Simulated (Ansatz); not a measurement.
Wavefunction ladder for C$_{2}$H$_{8}$Cl$_{2}$O$_{4}$W (`C[O][W]([OH])([OH])([Cl])([Cl])[O]C`)

| atom | x (Å) | y (Å) | z (Å) |
| --- | --- | --- | --- |
| C1 | 1.6935 | -1.9986 | -1.0872 |
| O2 | 1.1303 | -1.0557 | -0.2177 |
| W3 | -0.0630 | 0.3376 | -0.3243 |
| O4 | 0.8194 | 1.7037 | 0.6547 |
| O5 | -0.9949 | -0.7622 | -1.5592 |
| Cl6 | -1.7871 | 1.8918 | -0.8566 |
| Cl7 | 1.2068 | 1.2213 | -2.1349 |
| O8 | -0.9289 | -0.0239 | 1.2554 |
| C9 | -1.4517 | 0.7012 | 2.3340 |
| H10 | 0.8996 | -2.4428 | -1.6945 |
| H11 | 2.1979 | -2.7645 | -0.4966 |
| H12 | 2.4092 | -1.4922 | -1.7414 |
| H13 | 1.2840 | 2.4156 | 0.2073 |
| H14 | -1.6599 | -0.3965 | -2.1480 |
| H15 | -2.3576 | 1.2190 | 2.0052 |
| H16 | -0.7122 | 1.4379 | 2.6607 |
| H17 | -1.6855 | 0.0083 | 3.1433 |

Total charge 0; spin multiplicity 1. Correlated methods include outer-core shells of W, which these sets cover unevenly. W: def2 effective core potential. All single points use the PBE0-D4/def2-TZVP geometry. It is one conformer, not always the lowest. Frozen core, restricted reference, the Gaussian-basis code of Ansatz.

```
     basis      HF (Eh)  MP2 corr.  CCSD corr.       (T)  CCSD(T) total
  def2-SVP  -1364.78346   -1.70971    -1.71999  -0.06668    -1366.57013
def2-TZVPP  -1365.60273   -2.22831    -2.22609  -0.11203    -1367.94085
def2-QZVPP  -1365.64717   -2.42626           –         –              –
```
